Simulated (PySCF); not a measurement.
Ligands exchanged one at a time, Ga F-H. Gas-phase values, no solvent. Strings in code marks are SMILES.

The numbers are results of PBE-D3(BJ)/def2-TZVP // B3LYP-D3(BJ)/def2-TZVP run with PySCF 2.14.0, not measurements. All candidates: neutral, multiplicity 1. 

| Property | Result |
|---|---|
| HOMO–LUMO gap | 5.11 eV |
| LUMO | -2.44 eV |
| dipole moment | 2.13 D |

Task: Which member has these values?
A) `[F][GaH][F]`
B) `[GaH3]`
C) `[F][GaH2]`

Result: C, `[F][GaH2]`. The others give `[GaH3]`: 4.69 eV, -2.65 eV, 0.00 D; `[F][GaH][F]`: 6.50 eV, -2.19 eV, 2.42 D
